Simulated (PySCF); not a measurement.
**UHF on I²⁺ (iodine, charge +2)**

Configuration: [Kr] 4d10 5s2 5p3, high-spin 4S determinant. Calculation: PySCF 2.14, in cc-pVTZ-PP with ECP28MDF; scalar relativity through the core potential.

* Total energy: -293.660246 hartree
* One-electron energy: -495.7841 hartree
* Hartree (Coulomb) energy: 222.6575 hartree
* Exchange energy: -20.5337 hartree
* ⟨S²⟩: 3.7515
* ⟨L²⟩: 0.000
* Sum of ⟨r⟩: 26.18 bohr
* Sum of ⟨r²⟩: 40.38 bohr²
* Time after the integrals: 0.08 s of wall time on 1 thread of Neoverse-V2 (shared host)

| shell | electrons | mean orbital energy (eV) | rms radius, mean of both spins (bohr) |
| --- | --- | --- | --- |
| 4s α | 1 | -231.27 | 0.796 |
| 4s β | 1 | -230.49 | 0.796 |
| 4p α | 3 | -172.04 | 0.853 |
| 4p β | 3 | -171.25 | 0.853 |
| 4d α | 5 | -82.885 | 0.995 |
| 4d β | 5 | -82.270 | 0.995 |
| 5s α | 1 | -45.290 | 2.03 |
| 5s β | 1 | -37.239 | 2.03 |
| 5p α | 3 | -30.293 | 2.36 |

Energies and moments cover only the electrons outside the core potential.
